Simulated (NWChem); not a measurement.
The numbers come from NWChem runs, not from measurements. System: hydrogen telluride (H₂Te), charge 0, spin multiplicity 1, at a geometry optimised with PBE/def2-SVP with def2 effective core potentials on Te. Level: PBE0/x2c-SVPall-2c, scalar ZORA.

Job file:

```
start mol
memory heap 200 mb stack 800 mb global 1000 mb
geometry units angstroms nocenter noautoz noautosym
  Te     0.000000     0.000000     0.044132
  H     -1.184469     0.000000    -1.147436
  H      1.184469     0.000000    -1.147436
end
basis spherical
  * library x2c-svpall-2c
end
relativistic
  zora on
end
dft
  xc pbe0
  semidirect memsize 60000000 filesize 0
  iterations 100
  grid fine
end
task dft energy
```

Part of the output:

```
             Northwest Computational Chemistry Package (NWChem) 7.3.0
             --------------------------------------------------------

                                NWChem Input Module
                                -------------------

 Scaling coordinates for geometry "geometry" by  1.889725989
 (inverse scale =  0.529177249)

                             Geometry "geometry" -> ""
                             -------------------------

 Output coordinates in angstroms (scale by  1.889725989 to convert to a.u.)

  No.       Tag          Charge          X              Y              Z
 ---- ---------------- ---------- -------------- -------------- --------------
    1 Te                  52.0000     0.00000000     0.00000000     0.04413200
    2 H                    1.0000    -1.18446900     0.00000000    -1.14743600
    3 H                    1.0000     1.18446900     0.00000000    -1.14743600

 Effective nuclear repulsion energy (a.u.)      32.9796457162

            Nuclear Dipole moment (a.u.)
            ----------------------------
        X                 Y               Z
 ---------------- ---------------- ----------------
     0.0000000000     0.0000000000    -0.0000151178


 Summary of "ao basis" -> "" (spherical)
 ------------------------------------------------------------------------------
       Tag                 Description            Shells   Functions and Types
 ---------------- ------------------------------  ------  ---------------------
 *                       x2c-svpall-2c                on all atoms

                                 NWChem DFT Module
                                 -----------------

 Summary of "ao basis" -> "ao basis" (spherical)
 ------------------------------------------------------------------------------
       Tag                 Description            Shells   Functions and Types
 ---------------- ------------------------------  ------  ---------------------
 Te                      x2c-svpall-2c              18       50   6s8p4d
 H                       x2c-svpall-2c               3        5   2s1p

 Summary of "ao basis" -> "ao basis" (spherical)
 ------------------------------------------------------------------------------
       Tag                 Description            Shells   Functions and Types
 ---------------- ------------------------------  ------  ---------------------
 Te                      x2c-svpall-2c              18       50   6s8p4d
 H                       x2c-svpall-2c               3        5   2s1p

            General Information
            -------------------
          SCF calculation type: DFT
          Wavefunction type:  closed shell.
          No. of atoms     :     3
          No. of electrons :    54
           Alpha electrons :    27
            Beta electrons :    27
          Charge           :     0
          Spin multiplicity:     1
          Use of symmetry is: off; symmetry adaption is: off
          Maximum number of iterations: 100
          AO basis - number of functions:    60
                     number of shells:    24
          Convergence on energy requested:  1.00D-06
          Convergence on density requested:  1.00D-05
          Convergence on gradient requested:  5.00D-04

              XC Information
              --------------
                         PBE0 Method XC Functional
                     Hartree-Fock (Exact) Exchange  0.250
          PerdewBurkeErnzerhof Exchange Functional  0.750
            Perdew 1991 LDA Correlation Functional  1.000 local
[...]
 d= 0,ls=0.0,diis     1  -6870.7427246870 -6.90D+03  1.94D-01  1.25D+04     5.2
 Grid integrated density:      54.000006831900
 Requested integration accuracy:   0.10E-06
 d= 0,ls=0.0,diis     2  -6874.4159833537 -3.67D+00  2.48D-02  2.10D+01     5.4
 Grid integrated density:      54.000007673420
 Requested integration accuracy:   0.10E-06
 d= 0,ls=0.0,diis     3  -6874.4829602315 -6.70D-02  1.14D-02  1.35D+00     5.6
 Grid integrated density:      54.000007382315
 Requested integration accuracy:   0.10E-06
 d= 0,ls=0.0,diis     4  -6874.4998027775 -1.68D-02  2.89D-03  1.75D-02     5.7
 d= 0,ls=0.0,diis     5  -6874.5010032713 -1.20D-03  6.02D-04  5.72D-04     5.9
  Resetting Diis
 d= 0,ls=0.0,diis     6  -6874.5010876342 -8.44D-05  1.03D-04  3.08D-05     6.1
 d= 0,ls=0.0,diis     7  -6874.5010940660 -6.43D-06  8.49D-06  4.77D-08     6.4
 d= 0,ls=0.0,diis     8  -6874.5010940714 -5.42D-09  3.74D-06  2.97D-08     6.5
(nogshift,skip_gshiftAOev,done_Fji)=( 1,F,F)

         Total DFT energy =    -6874.501094071393
      One electron energy =    -9465.744220598757
           Coulomb energy =     2736.139016888102
    Exchange-Corr. energy =     -177.875536076968
 Nuclear repulsion energy =       32.979645716230

       Scaling correction =      101.930989110491

 Numeric. integr. density =       54.000001910131

     Total iterative time =      3.3s

                       DFT Final Molecular Orbital Analysis
                       ------------------------------------

 Vector   25  Occ=2.000000D+00  E=-3.934361D-01
              MO Center=  2.8D-08,  2.7D-09, -6.5D-01, r^2= 2.2D+00
   Bfn.  Coefficient  Atom+Function         Bfn.  Coefficient  Atom+Function
  ----- ------------  ---------------      ----- ------------  ---------------
    19     -0.340192  1 Te px                13      0.321095  1 Te px
    22     -0.310706  1 Te px                51      0.306639  2 H  s
    56     -0.306639  3 H  s                 52      0.154607  2 H  s
    57     -0.154607  3 H  s                 10     -0.122706  1 Te px
    39      0.095680  1 Te d  1              44     -0.068507  1 Te d  1

 Vector   26  Occ=2.000000D+00  E=-3.425890D-01
              MO Center= -3.2D-08,  8.1D-09, -2.4D-02, r^2= 2.4D+00
   Bfn.  Coefficient  Atom+Function         Bfn.  Coefficient  Atom+Function
  ----- ------------  ---------------      ----- ------------  ---------------
     5      0.391452  1 Te s                 24      0.386468  1 Te pz
    21      0.365500  1 Te pz                15     -0.346735  1 Te pz
     4     -0.302974  1 Te s                  6      0.242334  1 Te s
    51     -0.233419  2 H  s                 56     -0.233419  3 H  s
    52     -0.143581  2 H  s                 57     -0.143581  3 H  s

 Vector   27  Occ=2.000000D+00  E=-2.344823D-01
              MO Center= -3.3D-09, -2.3D-09,  7.3D-03, r^2= 2.2D+00
   Bfn.  Coefficient  Atom+Function         Bfn.  Coefficient  Atom+Function
  ----- ------------  ---------------      ----- ------------  ---------------
    23      0.693781  1 Te py                20      0.451371  1 Te py
    14     -0.433545  1 Te py                11      0.156051  1 Te py
     8     -0.067187  1 Te py                42     -0.026118  1 Te d -1

 Vector   28  Occ=0.000000D+00  E=-1.888635D-02
              MO Center=  4.5D-08,  6.1D-10, -2.3D-01, r^2= 3.4D+00
   Bfn.  Coefficient  Atom+Function         Bfn.  Coefficient  Atom+Function
  ----- ------------  ---------------      ----- ------------  ---------------
    22      0.985694  1 Te px                52      0.665960  2 H  s
    57     -0.665960  3 H  s                 13     -0.299514  1 Te px
    19      0.284349  1 Te px                51      0.247270  2 H  s
    56     -0.247270  3 H  s                 39      0.139266  1 Te d  1
    44     -0.135647  1 Te d  1              10      0.099092  1 Te px

 Vector   29  Occ=0.000000D+00  E= 1.834965D-02
              MO Center= -2.8D-08,  4.1D-09, -6.6D-01, r^2= 3.9D+00
   Bfn.  Coefficient  Atom+Function         Bfn.  Coefficient  Atom+Function
  ----- ------------  ---------------      ----- ------------  ---------------
    24      1.040316  1 Te pz                52      0.922187  2 H  s
    57      0.922187  3 H  s                  6     -0.669310  1 Te s
     5     -0.562114  1 Te s                  4      0.348105  1 Te s
    15     -0.257058  1 Te pz                21      0.241591  1 Te pz
    51      0.200206  2 H  s                 56      0.200206  3 H  s

 Vector   30  Occ=0.000000D+00  E= 2.321650D-01
              MO Center= -8.8D-09, -1.3D-08, -3.9D-02, r^2= 3.6D+00
   Bfn.  Coefficient  Atom+Function         Bfn.  Coefficient  Atom+Function
  ----- ------------  ---------------      ----- ------------  ---------------
     6      2.421882  1 Te s                  5     -2.077869  1 Te s
     4      0.557716  1 Te s                 24     -0.454313  1 Te pz
    45     -0.352775  1 Te d  2              52     -0.342990  2 H  s
    57     -0.342990  3 H  s                 51     -0.200242  2 H  s
    56     -0.200242  3 H  s                 40      0.162828  1 Te d  2

 center of mass
 --------------
 x =   0.00000000 y =   0.00000000 z =   0.04899295

 moments of inertia (a.u.)
 ------------------
          10.063837812638           0.000000000000           0.000000000000
           0.000000000000          20.162415064386           0.000000000000
           0.000000000000           0.000000000000          10.098577251748

     Multipole analysis of the density
     ---------------------------------

     L   x y z        total         alpha         beta         nuclear
     -   - - -        -----         -----         ----         -------
     0   0 0 0     -0.000000    -27.000000    -27.000000     54.000000

     1   1 0 0      0.000000      0.000000      0.000000      0.000000
     1   0 1 0     -0.000000     -0.000000     -0.000000      0.000000
     1   0 0 1     -0.138725     -0.069355     -0.069355     -0.000015

     2   2 0 0    -19.632422    -14.826296    -14.826296     10.020169
     2   1 1 0     -0.000000     -0.000000     -0.000000      0.000000
     2   1 0 1     -0.000000     -0.000000     -0.000000      0.000000
     2   0 2 0    -23.501890    -11.750945    -11.750945      0.000000
     2   0 1 1      0.000000      0.000000      0.000000      0.000000
     2   0 0 2    -20.435285    -15.100173    -15.100173      9.765060

 Task  times  cpu:        6.5s     wall:        6.5s

 Total times  cpu:        6.6s     wall:        6.6s
```
